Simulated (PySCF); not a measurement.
Species: H6InN.
Atom-mapped SMILES: `[NH3+:1][InH3-:2]` (hydrogens: H3, H4, H5 on N1; H6, H7, H8 on In2)

The calculation used PBE0-D3(BJ)/def2-SVP geometry optimisation, gas phase, def2 core potentials past Kr (PySCF).

Task: Give the optimised bond lengths and angles.

Result: 
| bond | length (Å) | order |
| --- | --- | --- |
| N1–In2 | 2.399 | single |
| N1–H3, N1–H4, N1–H5 | 1.019 | single |
| In2–H6, In2–H7, In2–H8 | 1.744 | single |

Bonds in one row agree within 0.01 Å and their mean is given. Orders are formal, as drawn. A selection of angles:
| angle | degrees |
| --- | --- |
| In2–N1–H3 | 111.4 |
| H3–N1–H4 | 107.5 |
| N1–In2–H6 | 96.4 |
| H6–In2–H7 | 118.8 |

N1 (nitrogen bonded to In and 3 H) is tetrahedral (angles from 107.4° to 111.5°). In2 (indium bonded to N and 3 H) has angles from 96.2° to 118.9°.

Point group: C3v (tolerance 0.08 Å). Stationary, but not proved a minimum.
